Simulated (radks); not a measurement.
The numbers below are computed, except where a source is named.
Spherical quantum dot in the effective-mass picture: electrons in a hard-walled sphere of radius 11, with a point charge +1 (a donor) at the centre, all in effective atomic units (hartree* = m*/eps^2 hartree, bohr* = eps/m* bohr), one dielectric constant everywhere. Level of theory: non-relativistic Kohn-Sham, exchange-only LDA, spin-polarised, spherical densities (a radial shooting solver with Libxc functionals). Levels are named by radial order and angular momentum (1s, 1p, 1d, 2s, ...), and open shells are averaged over m. Results are scaled to m* = 0.455 and eps = 4.1, for which hartree* = 736.5 meV and bohr* = 0.4768 nm.

N = 4, configuration 1s2 1p(up 2, down 0). This is the lowest configuration that the search found (a dilute case). Occupied levels:

level    occupation  eigenvalue (meV)  <r> (nm)
1s down           1            191.39    0.8241
1s up             1            242.18     2.756
1p up             2            268.48     3.414

Energy (meV): total 65.8090, kinetic 487.64, external -1080.1, Hartree 1028.0, exchange-correlation -369.70.

Electron density:

r (nm)  n(r) (e/nm^3)
0.117           1.663
0.380          0.5647
0.642          0.2041
0.905         0.07982
1.17          0.03487
1.43          0.01806
1.69          0.01182
1.96         0.009758
2.22         0.009398
2.48         0.009673
2.74          0.01003
3.01          0.01014
3.27         0.009758
3.53         0.008797
3.80         0.007293
4.06         0.005432
4.32         0.003507
4.58         0.001832
4.84        0.0006553
5.11       0.00007412
